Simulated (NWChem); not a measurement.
System: CH5MgNS; SMILES [NH2][Mg][S]C

NWChem printed, in part:

```
             Northwest Computational Chemistry Package (NWChem) 7.3.0
             --------------------------------------------------------

 C1  symmetry detected

                             Geometry "geometry" -> ""
                             -------------------------

 Output coordinates in angstroms (scale by  1.889725989 to convert to a.u.)

  No.       Tag          Charge          X              Y              Z
 ---- ---------------- ---------- -------------- -------------- --------------
    1 Mg                  12.0000     0.16033727    -1.01165103    -0.00463446
    2 N                    7.0000    -0.22349871    -2.85885441     0.00317986
    3 H                    1.0000    -0.33241554    -3.45031401     0.82211646
    4 H                    1.0000    -0.33803861    -3.45761038    -0.80963980
    5 S                   16.0000     0.64423414     1.24736948     0.00131960
    6 C                    6.0000    -0.99996319     2.05677592     0.00000558
    7 H                    1.0000    -1.58210286     1.81661306    -0.90100877
    8 H                    1.0000    -0.82420226     3.14148905     0.00912096
    9 H                    1.0000    -1.59076410     1.80304831     0.89161856

 Effective nuclear repulsion energy (a.u.)     170.3124596153

                                 NWChem DFT Module
                                 -----------------

 Summary of "ao basis" -> "ao basis" (spherical)
 ------------------------------------------------------------------------------
       Tag                 Description            Shells   Functions and Types
 ---------------- ------------------------------  ------  ---------------------
 Mg                        def2-svpd                 9       21   4s4p1d
 N                         def2-svpd                 8       20   4s2p2d
 H                         def2-svpd                 4        8   2s2p
 S                         def2-svpd                11       27   5s4p2d
 C                         def2-svpd                 8       20   4s2p2d

            General Information
            -------------------
          SCF calculation type: DFT
          Wavefunction type:  closed shell.
          No. of atoms     :     9
          No. of electrons :    46
           Alpha electrons :    23
            Beta electrons :    23
          Charge           :     0
          Spin multiplicity:     1
          Use of symmetry is: off; symmetry adaption is: off
          Maximum number of iterations: 150
          AO basis - number of functions:   128
                     number of shells:    56
          Convergence on energy requested:  1.00D-06
          Convergence on density requested:  1.00D-05
          Convergence on gradient requested:  5.00D-04

              XC Information
              --------------
                     Hartree-Fock (Exact) Exchange  1.000
                   CAM-Becke88 Exchange Functional  1.000
                      VWN V Correlation Functional  0.190 local
              Lee-Yang-Parr Correlation Functional  0.810

           Range-Separation Parameters
           ---------------------------
           Alpha           :  0.19
           Beta            :  0.46
           Gamma           :  0.33
           Short-Range HF  :     F

             Grid Information
             ----------------
          Grid used for XC integration:  medium
          Radial quadrature: Mura-Knowles
          Angular quadrature: Lebedev.
          Tag              B.-S. Rad. Rad. Pts. Rad. Cut. Ang. Pts.
          ---              ---------- --------- --------- ---------
          Mg                  1.50       88          12.0       590
          N                   0.65       49          14.0       434
          H                   0.35       45          15.0       434
          S                   1.00       88          13.0       590
          C                   0.70       49          13.0       434
          Grid pruning is: on
          Number of quadrature shells:   499
          Spatial weights used:  Erf1

      Superposition of Atomic Density Guess
      -------------------------------------

 Sum of atomic energies:        -691.25252143

      Non-variational initial energy
      ------------------------------

 Total energy =    -692.582003
 1-e energy   =   -1293.347564
 2-e energy   =     430.453102
 HOMO         =      -0.298693
 LUMO         =      -0.073153

[...]

                                NWChem TDDFT Module
                                -------------------

            General Information
            -------------------
           No. of orbitals :     256
            Alpha orbitals :     128
             Beta orbitals :     128
        Alpha frozen cores :       0
         Beta frozen cores :       0
     Alpha frozen virtuals :       0
      Beta frozen virtuals :       0
         Spin multiplicity :       1
    Number of AO functions :     128
        Use of symmetry is : off
      Symmetry adaption is : off
         Schwarz screening :  0.10D-07

              XC Information
              --------------
              Hartree-Fock (Exact) Exchange   1.00
            CAM-Becke88 Exchange Functional   1.00
               VWN V Correlation Functional   0.19 local
       Lee-Yang-Parr Correlation Functional   0.81
           Alpha           :  0.19
           Beta            :  0.46
           Gamma           :  0.33

             TDDFT Information
             -----------------
          Calculation type : Tamm-Dancoff TDDFT
         Wavefunction type : Restricted singlets
          No. of electrons :      46
           Alpha electrons :      23
            Beta electrons :      23
              No. of roots :       6
          Max subspacesize :    5200
            Max iterations :     100
               Target root :       1
           Target symmetry : none
      Symmetry restriction : off
                 Algorithm : Optimal
        Davidson threshold :  0.10D-03

    6 smallest eigenvalue differences (eV)
--------------------------------------------------------
  No. Spin  Occ  Vir  Irrep   E(Occ)    E(Vir)   E(Diff)
--------------------------------------------------------
    1    1   23   24 a        -0.284    -0.014     7.347
    2    1   22   24 a        -0.294    -0.014     7.618
    3    1   23   25 a        -0.284     0.013     8.071
    4    1   23   26 a        -0.284     0.017     8.171
    5    1   21   24 a        -0.317    -0.014     8.241
    6    1   22   25 a        -0.294     0.013     8.341
--------------------------------------------------------

  Entering Davidson iterations
  Restricted singlet excited states

  Iter   NTrls   NConv    DeltaV     DeltaE      Time
  ----  ------  ------  ---------  ---------  ---------
    1      6       0     0.10E+00   0.10+100       28.4
    2     12       0     0.26E-01   0.13E-01       28.6
    3     18       0     0.13E-01   0.34E-02       34.9
    4     24       0     0.10E-01   0.42E-03       40.2
    5     30       0     0.13E-01   0.48E-03       40.5
    6     36       1     0.95E-01   0.48E-02       39.4
    7     41       2     0.28E-01   0.13E-01       38.1
    8     45       4     0.77E-02   0.11E-02       51.8
    9     47       4     0.24E-02   0.63E-04       56.0
   10     49       5     0.86E-03   0.57E-05       46.4
   11     50       5     0.26E-03   0.81E-06       34.5
   12     51       6     0.71E-04   0.59E-07       32.7
  ----  ------  ------  ---------  ---------  ---------
  Convergence criterion met

  Ground state a        -693.897483379745 a.u.

  ----------------------------------------------------------------------------
  Root   1 singlet a              0.159982802 a.u.                4.3534 eV
  ----------------------------------------------------------------------------
     Transition Moments    X  0.00831   Y  0.00123   Z  0.59409
     Dipole Oscillator Strength                    0.0376501720
     Electric Quadrupole                           0.0000000242
     Magnetic Dipole                               0.0000001382
     Total Oscillator Strength                     0.0376503344

     Occ.   23  a   ---  Virt.   24  a       -0.96300
     Occ.   23  a   ---  Virt.   25  a        0.06117
     Occ.   23  a   ---  Virt.   27  a       -0.17454
     Occ.   23  a   ---  Virt.   30  a       -0.11680
     Occ.   23  a   ---  Virt.   32  a       -0.08772
     Occ.   23  a   ---  Virt.   34  a       -0.06683
  ----------------------------------------------------------------------------
  Root   2 singlet a              0.161831068 a.u.                4.4036 eV
  ----------------------------------------------------------------------------
     Transition Moments    X -0.73355   Y  0.17479   Z  0.00991
     Dipole Oscillator Strength                    0.0613603387
     Electric Quadrupole                           0.0000003064
     Magnetic Dipole                               0.0000010874
     Total Oscillator Strength                     0.0613617326

     Occ.   22  a   ---  Virt.   24  a       -0.97750
     Occ.   22  a   ---  Virt.   27  a        0.11185
     Occ.   22  a   ---  Virt.   30  a       -0.06386
     Occ.   22  a   ---  Virt.   31  a       -0.05960
     Occ.   22  a   ---  Virt.   32  a       -0.06374
     Occ.   22  a   ---  Virt.   35  a        0.05446
     Occ.   22  a   ---  Virt.   38  a        0.06501
  ----------------------------------------------------------------------------
  Root   3 singlet a              0.181261583 a.u.                4.9324 eV
  ----------------------------------------------------------------------------
     Transition Moments    X -0.00145   Y  0.00087   Z  0.09008
     Dipole Oscillator Strength                    0.0009809281
     Electric Quadrupole                           0.0000000188
     Magnetic Dipole                               0.0000006257
     Total Oscillator Strength                     0.0009815726

[...]
```

Level: CAM-B3LYP/def2-SVPD, TDA. Geometry: optimised at PBE0/def2-SVP.

Task: Write an input that gives this output.

Result: This is not unique; one that fits is the input that was run:
```
start job
memory heap 200 mb stack 900 mb global 1100 mb
geometry units angstroms noautoz
  Mg    -0.018082    -1.121293    -0.100924
  N     -0.309014    -2.981188    -0.226226
  H     -0.401348    -3.632268     0.548315
  H     -0.380326    -3.527410    -1.079959
  S      0.351929     1.152888     0.068067
  C     -1.330502     1.879167     0.089749
  H     -1.885303     1.673488    -0.836687
  H     -1.209448     2.967964     0.176031
  H     -1.922135     1.536064     0.950358
end
basis spherical
  * library def2-svpd
end
dft
  xc xcamb88 1.00 lyp 0.81 vwn_5 0.19 hfexch 1.00
  cam 0.33 cam_alpha 0.19 cam_beta 0.46
  iterations 150
end
tddft
  cis
  nroots 6
  notriplet
end
task tddft energy
```
